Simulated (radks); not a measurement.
Spherical quantum dot in the effective-mass picture: electrons in a parabolic well V = omega^2 r^2 / 2 with omega = 0.192, all in effective atomic units (hartree* = m*/eps^2 hartree, bohr* = eps/m* bohr), one dielectric constant everywhere. Method: non-relativistic Kohn-Sham, exchange-only LDA, spin-polarised, spherical densities; computed with a radial shooting solver with Libxc functionals. Levels are named by radial order and angular momentum (1s, 1p, 1d, 2s, ...), and open shells are averaged over m.

N = 18, configuration 1s2 1p6 1d10. This is the lowest configuration that the search found. Occupied and some empty levels:

level  occupation  eigenvalue (hartree*)  <r> (bohr*)
1s              2                 3.2525        4.735
1p              6                 3.3100        5.783
1d             10                 3.3784        6.427
2s              0                 3.4006        5.166
1f              0                 3.4579        6.909
2p              0                 3.5009        5.766

Energy (hartree*): total 36.7597, kinetic 2.0999, external 12.953, Hartree 24.231, exchange-correlation -2.5246. Static polarisability (adiabatic kernel): 488.3 bohr*^3, against N/omega^2 = 488.3 from the generalised Kohn theorem.

Electron density:

r (bohr*)  n(r) (e/bohr*^3)
0.250              0.004399
0.878              0.004651
1.51               0.005209
2.13               0.006092
2.76               0.007256
3.39               0.008557
4.02               0.009752
4.65                0.01053
5.27                0.01058
5.90               0.009692
6.53               0.007933
7.16               0.005673
7.79               0.003474
8.41               0.001794
9.04              0.0007728
9.67              0.0002761
10.3             0.00008164
10.9             0.00002002
11.6              4.187e-06
12.2              7.104e-07
